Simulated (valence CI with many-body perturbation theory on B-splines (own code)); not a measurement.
E1 transitions of Pr LIII

Method: relativistic CI+MBPT: five valence electrons over a frozen Dirac-Fock core [He], a basis of 9 s, 9 p, 8 d, 6 f, 3 g, 1 h functions for each j, with the one-electron correlation potential Σ1 (screened to all orders), the two-electron term Σ2, the three-electron term Σ3, Breit, model QED; selected single and double excitations, second order for the rest (own B-spline code, finite nucleus).

The last digits are not significant, and no measured levels were compared; by estimate large intervals hold to a few tenths of a per cent, small ones and those within an open d or f shell to about a per cent. Among the levels kept, up to 1200 cm⁻¹ of a level comes from second order outside the variational space, and about a tenth of that is noise between levels of different J, which matters for small intervals.

Lines 1 to 50 of 255 in falling wavelength, among levels below 485.00 Ry, chosen from the strongest by gf and those to the six lowest levels. Wavelengths and rates use the calculated energies. Electric multipoles are in the length gauge, E1 and E2 with the static RPA response of the core. Weak lines are less certain than strong ones. Lines between different terms over intervals too small for the method are left out, as are lines whose strength nearly cancels. The highest levels of a list are the least certain.

Levels are named by their leading jj configuration (3d3/2^4 stands for four electrons in 3d with j = 3/2), which in mixed levels can hold well under half, so a name can repeat and another be missing. Letters in brackets count levels of one name in rising energy.

| λ vac (Å) | Upper | Lower | A (s⁻¹) | S (a.u.) with core polarisation | S without |
| --- | --- | --- | --- | --- | --- |
| 178.1 | (2s^2 2p1/2 2p3/2 3p1/2) J=5/2 | (2s^2 2p1/2 2p3/2 3s) J=3/2 [b] | 2.65e+09 | 4.43e-02 | 4.43e-02 |
| 177.9 | (2s 2p1/2^2 2p3/2 3p1/2) J=3/2 [b] | (2s 2p1/2^2 2p3/2 3s) J=3/2 [b] | 2.83e+09 | 3.15e-02 | 3.15e-02 |
| 166.2 | (2s^2 2p1/2 2p3/2 3p1/2) J=5/2 | (2s^2 2p1/2 2p3/2 3s) J=5/2 | 3.22e+09 | 4.37e-02 | 4.37e-02 |
| 165.9 | (2s^2 2p1/2^2 3p1/2) J=1/2 | (2s^2 2p1/2^2 3s) J=1/2 | 6.82e+09 | 3.08e-02 | 3.08e-02 |
| 155.2 | (2s^2 2p1/2 2p3/2 3p1/2) J=3/2 [a] | (2s^2 2p1/2 2p3/2 3s) J=3/2 [a] | 3.91e+09 | 2.89e-02 | 2.89e-02 |
| 149.6 | (2s 2p1/2^2 2p3/2 3d3/2) J=7/2 | (2s 2p1/2^2 2p3/2 3p3/2) J=7/2 | 1.90e+09 | 2.52e-02 | 2.52e-02 |
| 137.4 | (2s 2p1/2^2 2p3/2 3p1/2) J=3/2 [a] | (2s 2p1/2^2 2p3/2 3s) J=5/2 | 6.15e+09 | 3.15e-02 | 3.15e-02 |
| 136.8 | (2s 2p1/2^2 2p3/2 3p1/2) J=5/2 | (2s 2p1/2^2 2p3/2 3s) J=5/2 | 4.93e+09 | 3.74e-02 | 3.74e-02 |
| 120.6 | (2s^2 2p1/2 2p3/2 3p1/2) J=3/2 [b] | (2s^2 2p1/2 2p3/2 3s) J=5/2 | 1.18e+10 | 4.09e-02 | 4.09e-02 |
| 115.7 | (2s^2 2p1/2 2p3/2 3d5/2) J=7/2 [a] | (2s^2 2p1/2 2p3/2 3p3/2) J=5/2 [a] | 9.10e+09 | 5.56e-02 | 5.56e-02 |
| 112.6 | (2s^2 2p1/2 2p3/2 3d5/2) J=5/2 [b] | (2s^2 2p1/2 2p3/2 3p3/2) J=5/2 [b] | 4.85e+09 | 2.05e-02 | 2.05e-02 |
| 111.9 | (2s 2p1/2^2 2p3/2 3d5/2) J=5/2 | (2s 2p1/2^2 2p3/2 3p3/2) J=5/2 [a] | 7.19e+09 | 2.98e-02 | 2.98e-02 |
| 110.2 | (2s^2 2p1/2 2p3/2 3d5/2) J=3/2 [b] | (2s^2 2p1/2 2p3/2 3p3/2) J=1/2 [b] | 7.48e+09 | 1.98e-02 | 1.98e-02 |
| 110.0 | (2s 2p1/2^2 2p3/2 3d5/2) J=9/2 | (2s 2p1/2^2 2p3/2 3p3/2) J=7/2 | 2.19e+10 | 1.44e-01 | 1.44e-01 |
| 107.6 | (2s^2 2p1/2 2p3/2 3d5/2) J=5/2 [b] | (2s^2 2p1/2 2p3/2 3p3/2) J=3/2 [b] | 7.72e+09 | 2.85e-02 | 2.85e-02 |
| 106.0 | (2s^2 2p1/2 2p3/2 3d5/2) J=7/2 [b] | (2s^2 2p1/2 2p3/2 3p3/2) J=5/2 [b] | 1.73e+10 | 8.16e-02 | 8.16e-02 |
| 104.8 | (2s^2 2p1/2 2p3/2 3d5/2) J=9/2 | (2s^2 2p1/2 2p3/2 3p3/2) J=7/2 | 2.34e+10 | 1.33e-01 | 1.33e-01 |
| 104.5 | (2s 2p1/2^2 2p3/2 3d5/2) J=7/2 | (2s 2p1/2^2 2p3/2 3p3/2) J=5/2 [a] | 2.09e+10 | 9.42e-02 | 9.42e-02 |
| 103.4 | (2s^2 2p1/2^2 3d5/2) J=5/2 | (2s^2 2p1/2^2 3p3/2) J=3/2 | 2.45e+10 | 8.03e-02 | 8.03e-02 |
| 100.6 | (2s 2p1/2^2 2p3/2 3d5/2) J=3/2 | (2s 2p1/2^2 2p3/2 3p3/2) J=3/2 [a] | 9.78e+09 | 1.97e-02 | 1.97e-02 |
| 99.66 | (2s 2p1/2^2 2p3/2 3d5/2) J=5/2 | (2s 2p1/2^2 2p3/2 3p3/2) J=3/2 [a] | 1.72e+10 | 5.05e-02 | 5.05e-02 |
| 99.01 | (2s^2 2p1/2 2p3/2 3d5/2) J=5/2 [a] | (2s^2 2p1/2 2p3/2 3p3/2) J=3/2 [a] | 1.85e+10 | 5.31e-02 | 5.31e-02 |
| 95.51 | (2s^2 2p1/2 2p3/2 3d5/2) J=3/2 [a] | (2s^2 2p1/2 2p3/2 3p3/2) J=1/2 [a] | 1.51e+10 | 2.59e-02 | 2.59e-02 |
| 90.82 | (2s^2 2p1/2 2p3/2 3d5/2) J=7/2 [a] | (2s 2p1/2^2 2p3/2 3s) J=5/2 | 1.46e+10 | 4.32e-02 | 4.32e-02 |
| 89.19 | (2s^2 2p1/2 2p3/2 3d5/2) J=7/2 [b] | (2s^2 2p1/2 2p3/2 3p3/2) J=7/2 | 5.36e+09 | 1.50e-02 | 1.50e-02 |
| 86.39 | (2s^2 2p1/2 2p3/2 3d5/2) J=5/2 [b] | (2s 2p1/2^2 2p3/2 3s) J=3/2 [a] | 8.75e+09 | 1.67e-02 | 1.67e-02 |
| 83.03 | (2s^2 2p1/2 2p3/2 3d5/2) J=3/2 [b] | (2s^2 2p1/2 2p3/2 3p3/2) J=3/2 [a] | 1.42e+10 | 1.60e-02 | 1.60e-02 |
| 65.26 | (2s 2p1/2^2 2p3/2 3d3/2) J=7/2 | (2s^2 2p1/2 2p3/2 3d3/2) J=5/2 [b] | 1.91e+10 | 2.09e-02 | 2.09e-02 |
| 64.96 | (2s 2p1/2^2 2p3/2 3p3/2) J=3/2 [a] | (2s^2 2p1/2 2p3/2 3p3/2) J=3/2 [b] | 3.38e+10 | 1.83e-02 | 1.83e-02 |
| 62.19 | (2s 2p1/2^2 2p3/2 3p3/2) J=5/2 [a] | (2s^2 2p1/2 2p3/2 3p3/2) J=5/2 [b] | 1.50e+10 | 1.07e-02 | 1.07e-02 |
| 60.72 | (2s 2p1/2^2 2p3/2 3s) J=5/2 | (2s^2 2p1/2 2p3/2 3s) J=3/2 [a] | 2.07e+10 | 1.37e-02 | 1.37e-02 |
| 60.63 | (2s 2p1/2^2 2p3/2 3p3/2) J=5/2 [a] | (2s^2 2p1/2 2p3/2 3p3/2) J=3/2 [b] | 5.83e+10 | 3.85e-02 | 3.85e-02 |
| 60.49 | (2s 2p1/2^2 2p3/2 3d5/2) J=3/2 | (2s 2p1/2^2 2p3/2 3p1/2) J=1/2 | 2.52e+10 | 1.10e-02 | 1.10e-02 |
| 59.84 | (2s 2p1/2^2 2p3/2 3p3/2) J=7/2 | (2s^2 2p1/2 2p3/2 3p3/2) J=5/2 [a] | 1.08e+11 | 9.11e-02 | 9.12e-02 |
| 58.93 | (2s^2 2p1/2 2p3/2 3p3/2) J=3/2 [a] | (2s^2 2p1/2 2p3/2 3s) J=3/2 [b] | 4.88e+10 | 1.97e-02 | 1.97e-02 |
| 58.25 | (2s^2 2p1/2 2p3/2 3d3/2) J=5/2 [b] | (2s^2 2p1/2 2p3/2 3p1/2) J=3/2 [b] | 6.51e+10 | 3.81e-02 | 3.81e-02 |
| 58.12 | (2s 2p1/2^2 2p3/2 3d3/2) J=5/2 | (2s^2 2p1/2 2p3/2 3d3/2) J=3/2 [a] | 1.78e+10 | 1.03e-02 | 1.04e-02 |
| 57.93 | (2s^2 2p1/2 2p3/2 3d3/2) J=5/2 [a] | (2s^2 2p1/2 2p3/2 3p1/2) J=5/2 | 1.71e+10 | 9.84e-03 | 9.84e-03 |
| 57.76 | (2s^2 2p1/2 2p3/2 3d3/2) J=3/2 [b] | (2s^2 2p1/2 2p3/2 3p1/2) J=3/2 [b] | 6.18e+10 | 2.35e-02 | 2.35e-02 |
| 57.27 | (2s 2p1/2^2 2p3/2 3p3/2) J=5/2 [b] | (2s 2p1/2^2 2p3/2 3s) J=3/2 [b] | 1.67e+11 | 9.32e-02 | 9.32e-02 |
| 57.13 | (2s 2p1/2^2 2p3/2 3d3/2) J=7/2 | (2s^2 2p1/2 2p3/2 3d3/2) J=5/2 [a] | 1.70e+10 | 1.25e-02 | 1.25e-02 |
| 56.83 | (2s^2 2p1/2 2p3/2 3p3/2) J=1/2 [a] | (2s^2 2p1/2 2p3/2 3s) J=1/2 | 1.03e+11 | 1.87e-02 | 1.87e-02 |
| 56.59 | (2s 2p1/2^2 2p3/2 3p3/2) J=3/2 [a] | (2s 2p1/2^2 2p3/2 3s) J=3/2 [a] | 8.30e+10 | 2.97e-02 | 2.97e-02 |
| 56.48 | (2s^2 2p1/2 2p3/2 3d3/2) J=1/2 [b] | (2s^2 2p1/2 2p3/2 3p1/2) J=3/2 [b] | 6.28e+10 | 1.12e-02 | 1.12e-02 |
| 56.44 | (2s^2 2p3/2^3) J=3/2 | (2s 2p1/2^2 2p3/2^2) J=1/2 | 1.64e+08 | 5.82e-05 | 5.83e-05 |
| 55.75 | (2s^2 2p1/2 2p3/2 3p3/2) J=7/2 | (2s^2 2p1/2 2p3/2 3s) J=5/2 | 1.89e+11 | 1.30e-01 | 1.30e-01 |
| 55.58 | (2s 2p1/2^2 2p3/2 3d3/2) J=5/2 | (2s 2p1/2^2 2p3/2 3p1/2) J=5/2 | 7.18e+10 | 3.65e-02 | 3.65e-02 |
| 55.48 | (2s 2p1/2^2 2p3/2 3d3/2) J=5/2 | (2s 2p1/2^2 2p3/2 3p1/2) J=3/2 [a] | 4.50e+10 | 2.28e-02 | 2.28e-02 |
| 55.19 | (2s^2 2p1/2 2p3/2 3d3/2) J=3/2 [a] | (2s^2 2p1/2 2p3/2 3p1/2) J=3/2 [a] | 3.92e+10 | 1.30e-02 | 1.30e-02 |
| 55.02 | (2s^2 2p1/2 2p3/2 3p3/2) J=3/2 [a] | (2s^2 2p1/2 2p3/2 3s) J=1/2 | 7.21e+10 | 2.37e-02 | 2.37e-02 |
